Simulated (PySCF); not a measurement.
## Boron: a sound run and one with changed settings

Sound run: B²⁺ [He] 2s1, B³⁺ 1s2. Computed with PySCF 2.14 in pcseg-2 (4s3p2d1f, 30 functions), with the non-relativistic Hamiltonian (point nucleus). The sound run starts from symmetry-adapted Hartree-Fock orbitals and uses a fine grid where one is needed.

A second run was set up differently.

```json
{"species": "B²⁺", "method": "UHF", "sound run (hartree)": "-23.37246", "changed run (hartree)": "-23.37246", "converged": "yes"}
{"species": "B²⁺", "method": "M06-2X", "sound run (hartree)": "-23.43475", "changed run (hartree)": "-23.43391", "converged": "yes"}
{"species": "B²⁺", "method": "MN15", "sound run (hartree)": "-23.42679", "changed run (hartree)": "-23.42751", "converged": "yes"}
{"species": "B³⁺", "method": "UHF", "sound run (hartree)": "-21.98411", "changed run (hartree)": "-21.98411", "converged": "yes"}
{"species": "B³⁺", "method": "M06-2X", "sound run (hartree)": "-22.03306", "changed run (hartree)": "-22.03301", "converged": "yes"}
{"species": "B³⁺", "method": "MN15", "sound run (hartree)": "-22.03990", "changed run (hartree)": "-22.03991", "converged": "yes"}
```

Ionisation energy of B²⁺:

```tsv
method	sound run (eV)	changed run (eV)
UHF	37.779	37.779
M06-2X	38.142	38.121
MN15	37.739	37.758
```

What was changed?
A. too few SCF iterations
B. level shift left on
C. radial grid too coarse
D. a valence shell is frozen

C. It used radial step 0.3 in ln r (0.13 in the sound run). A coarse radial grid mis-integrates the density and the exchange-correlation energy, with errors of either sign; Hartree-Fock needs no grid.
